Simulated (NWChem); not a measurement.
The numbers come from NWChem runs, not from measurements. System: H3NSSi, charge 0, spin multiplicity 1, at a geometry optimised with B3LYP/def2-SVP. The structure started from a generated list of species. Level: G0W0@PBE0/def2-TZVPP, RI basis def2-tzvpp-rifit.

The NWChem input:

```
start mol
memory heap 200 mb stack 700 mb global 1700 mb
geometry units angstroms nocenter noautoz
  Si     0.131641    -0.948568     0.000000
  N     -1.576479    -0.701741     0.000000
  H     -2.205269    -1.500582     0.000000
  H     -2.088568     0.178357     0.000000
  S      0.715288     1.163316     0.000000
  H      2.041613     0.901304     0.000000
  symmetry group Cs
end
basis spherical
  * library def2-tzvpp
end
basis "ri basis" bse spherical
  * library def2-tzvpp-rifit
end
dft
  xc pbe0
  iterations 100
  direct
  tolerances tight
end
task dft energy
gw
  method cdgw
  states alpha occ 4 vir 2
end
task dft gw
```

Part of the output:

```
             Northwest Computational Chemistry Package (NWChem) 7.3.0
             --------------------------------------------------------

                                NWChem Input Module
                                -------------------

 Scaling coordinates for geometry "geometry" by  1.889725989
 (inverse scale =  0.529177249)

 Turning off AUTOSYM since
 SYMMETRY directive was detected!

                             Geometry "geometry" -> ""
                             -------------------------

 Output coordinates in angstroms (scale by  1.889725989 to convert to a.u.)

  No.       Tag          Charge          X              Y              Z
 ---- ---------------- ---------- -------------- -------------- --------------
    1 Si                  14.0000     0.13164100    -0.94856800     0.00000000
    2 N                    7.0000    -1.57647900    -0.70174100     0.00000000
    3 H                    1.0000    -2.20526900    -1.50058200     0.00000000
    4 H                    1.0000    -2.08856800     0.17835700     0.00000000
    5 S                   16.0000     0.71528800     1.16331600     0.00000000
    6 H                    1.0000     2.04161300     0.90130400     0.00000000

 Effective nuclear repulsion energy (a.u.)     133.0740728798

            Nuclear Dipole moment (a.u.)
            ----------------------------
        X                 Y               Z
 ---------------- ---------------- ----------------
     0.0000094486    -0.0000075589     0.0000000000

      Symmetry information
      --------------------

 Group name             Cs
 Group number              2
 Group order               2
 No. of unique centers     6

      Symmetry unique atoms

     1    2    3    4    5    6


 Summary of "ao basis" -> "" (spherical)
 ------------------------------------------------------------------------------
       Tag                 Description            Shells   Functions and Types
 ---------------- ------------------------------  ------  ---------------------
 *                         def2-tzvpp                 on all atoms

 new library libraries.bse/

 Summary of "ri basis" -> "" (spherical)
 ------------------------------------------------------------------------------
       Tag                 Description            Shells   Functions and Types
 ---------------- ------------------------------  ------  ---------------------
 *                      def2-tzvpp-rifit              on all atoms

                                 NWChem DFT Module
                                 -----------------

 Summary of "ao basis" -> "ao basis" (spherical)
 ------------------------------------------------------------------------------
       Tag                 Description            Shells   Functions and Types
 ---------------- ------------------------------  ------  ---------------------
 Si                        def2-tzvpp               14       42   5s5p3d1f
 N                         def2-tzvpp               11       31   5s3p2d1f
 H                         def2-tzvpp                6       14   3s2p1d
 S                         def2-tzvpp               14       42   5s5p3d1f

 Summary of "ao basis" -> "ao basis" (spherical)
 ------------------------------------------------------------------------------
       Tag                 Description            Shells   Functions and Types
 ---------------- ------------------------------  ------  ---------------------
 Si                        def2-tzvpp               14       42   5s5p3d1f
[...]
  ----- ------------  ---------------      ----- ------------  ---------------
     5      0.530406  1 Si s                  4      0.355595  1 Si s
   117      0.293759  5 S  py                16     -0.273727  1 Si py
   120      0.232994  5 S  py                 3     -0.216786  1 Si s
    47     -0.152965  2 N  s                 19     -0.135088  1 Si py
   114      0.131579  5 S  py                15      0.124957  1 Si px

 Vector   21  Occ=0.000000D+00  E=-4.890469D-02  Symmetry=a"
              MO Center=  1.6D-01, -8.1D-01,  4.3D-13, r^2= 3.4D+00
   Bfn.  Coefficient  Atom+Function         Bfn.  Coefficient  Atom+Function
  ----- ------------  ---------------      ----- ------------  ---------------
    20      0.600390  1 Si pz                17      0.469930  1 Si pz
    56     -0.261255  2 N  pz               121     -0.255981  5 S  pz
    50     -0.171424  2 N  pz               118     -0.155579  5 S  pz
     8     -0.147938  1 Si pz                14      0.141661  1 Si pz
    53     -0.134727  2 N  pz               115     -0.086825  5 S  pz

 Vector   22  Occ=0.000000D+00  E= 3.665093D-03  Symmetry=a'
              MO Center= -4.6D-01, -6.2D-01, -5.6D-13, r^2= 6.1D+00
   Bfn.  Coefficient  Atom+Function         Bfn.  Coefficient  Atom+Function
  ----- ------------  ---------------      ----- ------------  ---------------
    47      1.273349  2 N  s                 90     -0.648536  4 H  s
    18      0.609927  1 Si px                19      0.537716  1 Si py
    76     -0.490886  3 H  s                146     -0.474477  6 H  s
   120      0.338457  5 S  py               119      0.315086  5 S  px
    15      0.307522  1 Si px                46      0.205045  2 N  s

 Vector   23  Occ=0.000000D+00  E= 2.657396D-02  Symmetry=a'
              MO Center=  1.3D+00,  4.7D-01,  2.5D-14, r^2= 5.0D+00
   Bfn.  Coefficient  Atom+Function         Bfn.  Coefficient  Atom+Function
  ----- ------------  ---------------      ----- ------------  ---------------
   146      1.220528  6 H  s                106     -1.091289  5 S  s
   119     -0.762619  5 S  px                18      0.615855  1 Si px
    90      0.360400  4 H  s                116     -0.304015  5 S  px
   120      0.293978  5 S  py                54      0.286728  2 N  px
   145      0.282291  6 H  s                 19      0.245822  1 Si py

 center of mass
 --------------
 x =   0.05417517 y =   0.00993911 z =   0.00000000

 moments of inertia (a.u.)
 ------------------
         280.166891311667        -155.000391409337           0.000000000000
        -155.000391409337         232.403435628903           0.000000000000
           0.000000000000           0.000000000000         512.570326940570

     Multipole analysis of the density
     ---------------------------------

     L   x y z        total         alpha         beta         nuclear
     -   - - -        -----         -----         ----         -------
     0   0 0 0      0.000000    -20.000000    -20.000000     40.000000

     1   1 0 0     -0.554266     -0.277138     -0.277138      0.000009
     1   0 1 0     -0.245380     -0.122686     -0.122686     -0.000008
     1   0 0 1     -0.000000     -0.000000     -0.000000      0.000000

     2   2 0 0    -19.295693    -79.675195    -79.675195    140.054697
     2   1 1 0      1.686119    -42.163731    -42.163731     86.013581
     2   1 0 1      0.000000      0.000000      0.000000      0.000000
     2   0 2 0    -26.009314    -85.841500    -85.841500    145.673687
     2   0 1 1     -0.000000     -0.000000     -0.000000      0.000000
     2   0 0 2    -25.891030    -12.945515    -12.945515      0.000000

 Task  times  cpu:       21.7s     wall:       21.7s

                                NWChem Input Module
                                -------------------

                                 NWChem GW Module
                                 ----------------

                             ***********************
                             ***        GW       ***
                             ***********************

 Summary of "ri basis" -> "ri basis" (spherical)
 ------------------------------------------------------------------------------
       Tag                 Description            Shells   Functions and Types
 ---------------- ------------------------------  ------  ---------------------
 Si                     def2-tzvpp-rifit            33      123   11s8p7d5f2g
 N                      def2-tzvpp-rifit            22       76   8s6p4d3f1g
 H                      def2-tzvpp-rifit            10       30   4s3p2d1f
 S                      def2-tzvpp-rifit            33      123   11s8p7d5f2g

                 Memory Information
                 ------------------
          Available GA per process is          1699.8 MBs
          Available stack per process is        700.0 MBs
          Available heap per process is           0.0 MBs

          Peak memory in Initialization
              Peak GA per process is                 12.4 MBs
              Peak stack per process is               0.3 MBs
              Peak heap per process is               12.9 MBs
              Memory not in MA per process            0.0 MBs

          Peak memory in CDGW Calculation
              Peak GA per process is                 15.1 MBs
              Peak stack per process is               2.6 MBs
              Peak heap per process is                3.1 MBs
              Memory not in MA per process            0.0 MBs

          Computing 2-center integrals
          Computing Inverse Cholesky factor
          Computing 3-center integrals
          Computing Vxc

          Computing Sigma_x
          Computing W(iw) on the imaginary grid
          Solving quasiparticle equations

                  Alpha Orbitals
          State     Energy (eV)     Error (eV)
          -----------------------------------
@GW        17        -11.862           0.004
@GW        18        -10.618           0.005
@GW        19         -9.259           0.004
@GW        20         -8.740           0.002
@GW        21          0.585           0.001
@GW        22          1.913           0.005

     GW Timing Statistics
   ------------------------
   Init.   :          0.1s
     ERIs  :          1.7s
     Distr.:          0.0s
     Vxc   :          2.5s
   Vmo     :          0.0s
   iW      :          3.3s
   I_n     :          0.0s
   R_n     :          0.3s
   GW total:          8.0s

 Task  times  cpu:        8.0s     wall:        8.0s

 Total times  cpu:       29.7s     wall:       29.7s
```
